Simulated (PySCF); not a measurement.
Predicted microwave data (PBE0-D3(BJ)/def2-SVP geometry optimisation, gas phase in PySCF 2.14.0) for one isomer of C9H10O:

- Rotational constants: A = 4155, B = 716.7, C = 613.7 MHz
- Dipole components: |μa| = 1.14 D, |μb| = 1.14 D, |μc| = 0.00 D
- Inertial defect: -3.25 u·Å²
- κ: -0.94

Problem. Which candidate fits, each taken in the one conformer that was computed?
A. `[CH3:1][C:2](=[O:3])[c:4]1[cH:5][cH:6][c:7]([CH3:8])[cH:9][cH:10]1` with C1–C2–C4–C5 180° (4'-methylacetophenone)
B. `[CH3:1][O:2][C@:3]12[C@H:4]3[C@@H:5]4[C@@H:6]5[C@H:7]3[C@H:8]1[C@@H:9]5[C@H:10]24` with C1–O2–C3–C4 180°
C. `[CH2:1]=[CH:2][c:3]1[cH:4][cH:5][c:6]([O:7][CH3:8])[cH:9][cH:10]1` with C1–C2–C3–C4 180°, C5–C6–O7–C8 180° (4-methoxystyrene)
D. `[CH2:1]=[CH:2]/[CH:3]=[C:4](\[CH3:5])[c:6]1[cH:7][cH:8][cH:9][o:10]1` with C1–C2–C3–C4 180°, C3–C4–C6–C7 180°

Solution. C. It is C=Cc1ccc(OC)cc1, a near-prolate asymmetric top, point group Cs. The candidates at the same level (rigid rotor, commonest isotopes):

```
                                            SMILES  A (MHz)  B (MHz)  C (MHz)  μa (D)  μb (D)  μc (D)  Δ (u·Å²)  point group                        rotor
                                C=C/C=C(\C)c1ccco1     3175    748.1    607.7    0.73    0.69    0.00     -3.16           Cs               asymmetric top
CO[C@]12[C@H]3[C@@H]4C5[C@H]3[C@H]1[C@@H]5[C@@H]42     3111     1321     1291    0.02    1.12    0.00   -153.40           Cs  near-prolate asymmetric top
                                 CC(=O)c1ccc(C)cc1     3627    786.7    651.8    2.46    2.29    0.07     -6.35            –  near-prolate asymmetric top
                                   C=Cc1ccc(OC)cc1     4155    716.7    613.7    1.14    1.14    0.00     -3.25           Cs  near-prolate asymmetric top
```

`C=C/C=C(\C)c1ccco1` has A 24 % too low; `CC(=O)c1ccc(C)cc1` has A 13 % too low; `CO[C@]12[C@H]3[C@@H]4C5[C@H]3[C@H]1[C@@H]5[C@@H]42` has C 110 % too high. In the right answer the mirror of this Cs structure is the ab plane, so μc vanishes by symmetry. No structure here is proved a minimum.
